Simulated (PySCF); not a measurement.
C2H6O3Si. Atoms are numbered in the order given.

```xyz
12

O     -1.2618    -1.5690     0.0000
Si    -0.0262    -0.4488     0.0000
O      1.3821    -1.3650     0.0000
C     -0.1414     1.0665     1.1477
O      0.1153     1.9179     0.0000
C     -0.1414     1.0665    -1.1477
H     -0.9635    -2.4955     0.0000
H      2.2191    -0.8699     0.0000
H      0.6138     1.2442     1.9443
H     -1.1525     1.2457     1.5874
H      0.6138     1.2442    -1.9443
H     -1.1525     1.2457    -1.5874
```
Charge 0, spin multiplicity 1.

The structure is a stationary point at PBE-D3(BJ)/def2-SVP. A frequency run showed that this geometry is not a minimum. The structure was generated by enumeration, and PubChem lists no compound with its InChIKey, so it may never have been made. One conformer was computed; it need not be the lowest.

Computed with PBE-D3(BJ)/def2-SVP (PySCF).

Frequencies are harmonic and unscaled.

| mode | ν (cm⁻¹) | IR (km/mol) | moving atoms (share of kinetic energy) |
|---|---|---|---|
| 1 | 63i | 123.4 | H 61 %, O 21 %, C 17 % |
| 2 | 63 | 8.3 | O 72 %, H 15 %, Si 8 % |
| 3 | 227 | 81.2 | H 54 %, O 32 %, C 14 % |
| 4 | 228 | 0.5 | H 44 %, O 23 %, C 19 %, Si 13 % |
| 5 | 245 | 0.7 | H 91 % |
| 6 | 262 | 16.3 | O 69 %, H 18 %, C 9 % |
| 7 | 295 | 7.4 | Si 30 %, O 28 %, C 24 %, H 18 % |
| 8 | 463 | 21.5 | O 44 %, Si 24 %, C 22 %, H 10 % |
| 9 | 658 | 11.6 | H 52 %, C 33 %, Si 14 % |
| 10 | 680 | 1.8 | H 43 %, C 35 %, O 22 % |
| 11 | 691 | 53.4 | H 45 %, C 29 %, Si 25 % |
| 12 | 753 | 157.7 | H 57 %, O 25 %, C 16 % |
| 13 | 776 | 162.8 | H 65 %, O 32 % |
| 14 | 784 | 24.6 | H 49 %, O 34 %, C 13 % |
| 15 | 872 | 42.5 | C 36 %, O 27 %, H 27 %, Si 9 % |
| 16 | 922 | 123.2 | Si 40 %, O 30 %, H 18 %, C 12 % |
| 17 | 951 | 140.3 | Si 38 %, O 28 %, H 18 %, C 16 % |
| 18 | 999 | 118.6 | C 53 %, O 44 % |
| 19 | 1124 | 1.3 | H 91 %, C 9 % |
| 20 | 1138 | 8.1 | H 84 %, O 9 % |
| 21 | 1173 | 0.0 | H 69 %, C 20 %, O 10 % |
| 22 | 1200 | 13.5 | H 67 %, C 29 % |
| 23 | 1392 | 0.1 | H 93 % |
| 24 | 1419 | 3.6 | H 92 % |
| 25 | 2921 | 60.4 | H 94 % |
| 26 | 2931 | 28.3 | H 94 % |
| 27 | 3005 | 30.8 | H 91 %, C 9 % |
| 28 | 3006 | 17.5 | H 91 %, C 9 % |
| 29 | 3763 | 86.0 | H 94 % |
| 30 | 3772 | 76.3 | H 94 % |
